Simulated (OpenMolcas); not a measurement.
Computed levels of 2s2 2p3 in ions with 7 electrons, in cm-1 above 4S* 3/2.

```json
{
  "Program": "OpenMolcas 26.06",
  "Method": "CASSCF",
  "Basis": "ANO-RCC-VTZP",
  "Scalar Hamiltonian": "DKH2, point nucleus",
  "Spin-orbit coupling": "state interaction with AMFI integrals over the reference wave functions, term energies averaged over their components"
}
```

Active space for each ion: 5 electrons in 4 orbitals (2s 2p).

| Level | N | O+ | Ne3+ |
| --- | --- | --- | --- |
| 2D* 3/2 | 23007 | 30465 | 44947 |
| 2D* 5/2 | 23008 | 30469 | 44978 |
| 2P* 3/2 | 30328 | 41114 | 62499 |
| 2P* 1/2 | 30330 | 41117 | 62487 |

Question: Estimate 2D* 3/2, 2D* 5/2 for F2+ from its neighbours O+ and Ne3+.

Answer: 2D* 3/2 is another term, which grows about linearly with the charge: (30465 + 44947) / 2 = 37706. The calculation gives 37605, so the estimate is off by +0.3 %.
2D* 5/2 is another term, which grows about linearly with the charge: (30469 + 44978) / 2 = 37724. The calculation gives 37617, so the estimate is off by +0.3 %.

Without dynamic correlation excited terms often stand tens of per cent too high (terms of higher spin than the ground term too low), and those without a measured partner can miss by more than the paired ones (holds for N; O+). Levels of configurations outside the active space are missing.

* marks odd parity.
